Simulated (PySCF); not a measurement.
Members of one series of related molecules.

All values: PBE0/def2-SVPD (PySCF) at GFN2-xTB geometries, gas phase, one conformer each. Core orbitals are frozen in the response; Δα² is half the sum of the squared differences of the principal polarisabilities.

Task: Rank by dipole moment, lowest first.
A. `[CH3:1][P@H:2](=[O:3])[CH2:4][CH2:5][PH2:6]` with C1–P2–C4–C5 172°, P2–C4–C5–P6 54°, C4–C5–P6–H 167° and 75°
B. `[CH3:1][P:2]([CH3:3])[CH2:4][P@H:5]([CH3:6])=[O:7]` with C1–P2–C4–P5 32°, P2–C4–P5–C6 -179°
C. `CC#C[P@@H](C)=O`

Result: B (2.99 D), A (4.32 D), C (4.91 D).

Task: Rank by HOMO energy, lowest first.
A. `C([P@H](=O)C)CCO`
B. `C(C[P@H](C)=O)P`
C. `C(P(C)C)[P@H](C)=O`
D. `CC#C[P@@H](C)=O`

Result: D (-7.82 eV), A (-7.63 eV), B (-7.23 eV), C (-6.50 eV).

All values together:

```tsv
SMILES	formula	μ (D)	HOMO (eV)	LUMO (eV)	α (Å³)	Δα (Å³)	electrons	α per electron (Å³)
C[P@@H](=O)CCCO	C4H11O2P	4.17	-7.63	0.27	11.82	2.69	66	0.179
CP(C)C[P@H](C)=O	C4H12OP2	2.99	-6.50	0.45	14.99	3.73	74	0.203
C[P@H](=O)CCP	C3H10OP2	4.32	-7.23	0.20	13.17	3.97	66	0.200
CC#C[P@@H](C)=O	C4H7OP	4.91	-7.82	-0.19	11.16	6.34	54	0.207
```

Conformers: `[CH3:1][P@@H:2](=[O:3])[CH2:4][CH2:5][CH2:6][OH:7]` with C1–P2–C4–C5 -170°, P2–C4–C5–C6 -57°, C4–C5–C6–O7 -52°, C5–C6–O7–H -63°; `[CH3:1][P:2]([CH3:3])[CH2:4][P@H:5]([CH3:6])=[O:7]` with C1–P2–C4–P5 32°, P2–C4–P5–C6 -179°; `[CH3:1][P@H:2](=[O:3])[CH2:4][CH2:5][PH2:6]` with C1–P2–C4–C5 172°, P2–C4–C5–P6 54°, C4–C5–P6–H 167° and 75°.
